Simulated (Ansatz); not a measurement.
Cartesian coordinates in Å:
```
F 0.7707 0.9829 -1.2171
C -0.2118 0.2212 -0.6830
Cl -0.4829 -1.1894 -1.7378
C 0.1772 -0.2787 0.6801
Br 0.3218 1.1964 1.9265
H -1.1378 0.7965 -0.6767
H -0.5813 -0.9534 1.0672
H 1.1441 -0.7755 0.6408
```

Charge 0, multiplicity 1.

Q: List the ωB97M-V/def2-TZVPP orbital energies in eV (Ansatz). (Best estimate.)

A: The calculation gave: Occupied: -13157.05, -2772.45, -1709.37, -1537.59, -1537.50, -1537.50, -678.29, -285.87, -283.64, -262.83, -242.22, -200.36, -200.15, -200.14, -181.99, -181.67, -181.66, -75.34, -75.25, -75.24, -74.99, -74.99, -37.52, -27.54, -25.92, -23.09, -20.81, -18.26, -17.10, -16.82, -15.24, -14.24, -13.72, -12.85, -11.81, -11.51, -10.71, -10.64. Lowest empty: 1.61, 2.48, 3.40, 3.59, 4.08, 4.55, 4.97, 6.25.
